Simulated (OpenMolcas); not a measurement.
Ta4+ (d1) among equal point charges was computed by CASSCF with the d shell active (OpenMolcas, ANO-RCC-VTZP on the metal). Its lowest spin-free states, and all those of the highest spin:

| 2S+1 | Degeneracy | E (cm-1) |
| --- | --- | --- |
| 2 | 1 | 0.0 |
| 2 | 2 | 3870 |
| 2 | 2 | 15475 |

**Question.** Is the site octahedral, tetrahedral or cube-like, axial, or of lower symmetry?

**Answer.** The states with 2S+1 = 2 have orbital degeneracies 1, 2, 2. There are pairs but no triples, so the site is axial: not cubic, but with a proper or improper axis of order three or more. The run had Ta4+ among 3 point charges of -1.5 e arranged as a planar triangle (D3h), 2.14 Å from the ion.

Spin-orbit coupling mixes the spin-free states strongly: the lowest level takes only 69 % from its leading state, 2A1. Point charges carry no covalency, so the field is a model and not that of real ligands. No measured value stands beside these numbers.
